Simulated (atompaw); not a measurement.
**An all-electron radial function and its pseudo partner (La (Z = 57))**

Columns: radius, all-electron u(r) and pseudo u(r) of the 5s shell (level -40.18 eV) of lanthanum in the configuration [Kr] 4d10 4f0 5s2 5p6 5d1 6s1 6p1; LDA (PW92), scalar-relativistic, PAW (atompaw) scheme, atompaw 4.2.0.5.

| r (bohr) | all-electron | pseudo |
| --- | --- | --- |
| 0.115 | -0.0500 | 0.1321 |
| 0.231 | 0.3358 | 0.2622 |
| 0.346 | -0.1038 | 0.3850 |
| 0.462 | -0.4764 | 0.4999 |
| 0.577 | -0.4807 | 0.6022 |
| 0.692 | -0.2341 | 0.6909 |
| 0.808 | 0.1031 | 0.7649 |
| 0.923 | 0.4176 | 0.8218 |
| 1.038 | 0.6637 | 0.8615 |
| 1.154 | 0.8307 | 0.8841 |
| 1.269 | 0.9224 | 0.8897 |
| 1.385 | 0.9546 | 0.8793 |
| 1.500 | 0.9420 | 0.8546 |
| 1.615 | 0.8990 | 0.8174 |
| 1.731 | 0.8361 | 0.7695 |
| 1.846 | 0.7633 | 0.7141 |
| 1.962 | 0.6857 | 0.6529 |
| 2.077 | 0.6092 | 0.5892 |
| 2.192 | 0.5359 | 0.5251 |
| 2.308 | 0.4670 | 0.4620 |
| 2.423 | 0.4047 | 0.4028 |
| 2.538 | 0.3487 | 0.3482 |
| 2.654 | 0.2987 | 0.2986 |
| 2.769 | 0.2550 | 0.2550 |
| 2.885 | 0.2167 | 0.2167 |
| 3.000 | 0.1839 | 0.1839 |

Q: How many radial nodes do the two functions have?

A: The all-electron 5s function has n − l − 1 = 4 (the table is too coarse to show those close to the nucleus); the pseudo-wave has 0, since the states of the same l below it are removed with the core.

Q: Is the pseudo-wave norm-conserving?

A: No, it belongs to a PAW set: the norm inside the radius is not constrained, and the difference is carried by the augmentation charge.
